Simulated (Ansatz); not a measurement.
Ideal-gas functions of CH₅ClSeSn, SMILES `C[Se][SnH2][Cl]` at 500 K and 1 bar, from an Ansatz frequency run at PBE0-D4/def2-TZVP.

Molar mass 250.18 g/mol, point group C1 (symmetry number 1), electronic degeneracy 1, moments of inertia 177.019, 509.033, 618.394 u Å². Harmonic wavenumbers (cm⁻¹, unscaled): 36, 89, 126, 145, 254, 360, 384, 517, 604, 620, 679, 921, 930, 1309, 1463, 1471, 1948, 1974, 3078, 3179, 3184.

Use S(trans) = R[1.5 ln M + 2.5 ln T − 1.1517]; rotational temperatures θ = 24.2544 K / I; S(rot) = R[ln(√π/σ · √(T³/θAθBθC)) + 1.5]; for each mode x = 1.438777 ν̃/T, S = R[x/(eˣ − 1) − ln(1 − e⁻ˣ)] and H = RT x/(eˣ − 1); 1 cm⁻¹ = 0.0119627 kJ/mol; R = 8.31446 J/(mol·K).

Task: By hand: the entropy, in J/(mol·K).

Result: Translation 188.5. Rotation: θ = 0.137, 0.0476, 0.0392 K, giving 129.1. Vibration, mode by mode: 27.17, 19.66, 16.80, 15.64, 11.10, 8.38, 7.89, 5.74, 4.69, 4.52, 3.95, 2.28, 2.24, 0.94, 0.65, 0.64, 0.20, 0.19, 0.01, 0.01, 0.01, in all 132.7. Electronic 0.0. Sum 450.3 J/(mol·K).

Task: By hand: H − E and G − E in kJ/mol, counted from the electronic energy.

Result: Zero-point energy ½ × 23271 × 0.0119627 = 139.2; thermal vibration 30.8; translation, rotation and pV give 4 RT = 16.6. H − E = 186.6 kJ/mol, and G − E = 186.6 − 500 × 450.3/1000 = -38.5 kJ/mol.

Vibration gives 29 % of the entropy, 79.3 J/(mol·K) of it from the modes under 150 cm⁻¹: soft modes count most, and the harmonic formula is weakest for them. The sum counts one conformer and one mirror image; others add a mixing term.
